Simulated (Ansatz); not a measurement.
System: BHSCl₂, charge 0, singlet. BHSCl2 (dichloroborinothioic acid, SMILES SB(Cl)Cl).
B3LYP-D3(BJ)/def2-TZVP minimum from Ansatz (a program for electronic structure):
```xyz
5

B      0.0036    -0.0064     0.0095
Cl     1.6328    -0.6318    -0.1772
Cl    -0.8980    -0.3549     1.4749
S     -0.6654     0.9744    -1.3335
H     -1.8618     1.2171    -0.7719
```

Total energies in hartree (Ansatz). Radicals and triplets start from unrestricted determinants; spin-orbit coupling is neglected. Correlated methods leave the cores frozen. No relativity. For partners of very few electrons the exact lower level stands in for a higher one.

```csv
species,HF/cc-pV(T+d)Z,CCSD(T)/cc-pV(T+d)Z,HF/cc-pV(Q+d)Z,CCSD(T)/cc-pV(Q+d)Z,CCSD(T)/cc-pV(D+d)Z,CCSDT(Q)/cc-pV(D+d)Z
1: BHSCl2 (SMILES B(Cl)(Cl)S),-1341.98074,-1342.71243,-1341.99253,-1342.78390,-1342.48607,-1342.48838
2: B (doublet),-24.53207,-24.59810,-24.53297,-24.60084,-24.58941,-24.58977
3: Cl (doublet),-459.48556,-459.67356,-459.48916,-459.69449,-459.60403,-459.60445
4: S (triplet),-397.50938,-397.65444,-397.51264,-397.66785,-397.60412,-397.60456
5: H (doublet),-0.49981,-0.49981,-0.49995,-0.49995,-0.49928,-0.49928
```

Q: Work out the atomisation energy (electronic, to ground-state atoms) in kcal/mol: take Hartree-Fock from cc-pV(Q+d)Z, extrapolate the CCSD(T) correlation energy as X^-3 (X = 3, 4), and add CCSDT(Q) - CCSD(T) in cc-pV(D+d)Z. 1 hartree = 627.51 kcal/mol.

A: 
Species 1: correlation (64·(-0.79137) - 27·(-0.73169))/37 = -0.83492; step -0.00231; E1 = -1341.99253 + (-0.83492) + (-0.00231) = -1342.82976
Species 2: correlation (64·(-0.06787) - 27·(-0.06603))/37 = -0.06921; step -0.00036; E2 = -24.53297 + (-0.06921) + (-0.00036) = -24.60254
Species 3: correlation (64·(-0.20533) - 27·(-0.18800))/37 = -0.21798; step -0.00042; E3 = -459.48916 + (-0.21798) + (-0.00042) = -459.70756
Species 4: correlation (64·(-0.15521) - 27·(-0.14506))/37 = -0.16262; step -0.00044; E4 = -397.51264 + (-0.16262) + (-0.00044) = -397.67570
Species 5: correlation (64·(0.00000) - 27·(0.00000))/37 = 0.00000; step +0.00000; E5 = -0.49995 + (0.00000) + (+0.00000) = -0.49995
-1·E1 +1·E2 +2·E3 +1·E4 +1·E5 = 0.63645 hartree = 399.4 kcal/mol.
